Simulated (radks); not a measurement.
All-electron atom: Zr23+ in [Ne] 3s2 3p5 (the NIST ground configuration).

Calculated with a radial shooting solver on a logarithmic mesh with Libxc functionals: scalar-relativistic Kohn-Sham, PBE, spin-unpolarised, spherical densities, point nucleus.

Energy parts (eV):
total: -88893.827
kinetic: 91675.913
electron-nucleus: -196178.446
Hartree: 17834.540
exchange-correlation: -2225.835

Orbitals (lengths in bohr, moments of r in powers of bohr; r(max) is where P^2 peaks):
[
 {"orbital": "1s", "occ.": "2", "eigenvalue (eV)": "-18819.75", "r(max)": "0.02414"},
 {"orbital": "2s", "occ.": "2", "eigenvalue (eV)": "-3446.825", "r(max)": "0.1365"},
 {"orbital": "2p", "occ.": "6", "eigenvalue (eV)": "-3185.889", "r(max)": "0.1091"},
 {"orbital": "3s", "occ.": "2", "eigenvalue (eV)": "-1213.143", "r(max)": "0.3807"},
 {"orbital": "3p", "occ.": "5", "eigenvalue (eV)": "-1128.811", "r(max)": "0.3686"}
]

The highest occupied level is 3p at -1128.8 eV. The density falls to 0.001 e/bohr^3 at r = 1.11 bohr. For comparison, the ionisation energy in NIST's Atomic Spectra Database is 1145 eV (semi-empirical). In exact Kohn-Sham theory the highest level is minus the ionisation energy, but local and semilocal functionals leave it too shallow, through self-interaction and a potential that decays too fast; potentials with the right tail come closer. Summed over all electrons, <r^2> = 1.502 bohr^2, which gives a Langevin (diamagnetic) susceptibility term of -1.19 x 10^-6 cm^3/mol.

Beside tabulated values, note that spin-unpolarised runs miss the spin-polarisation part of the exchange energy of open shells.
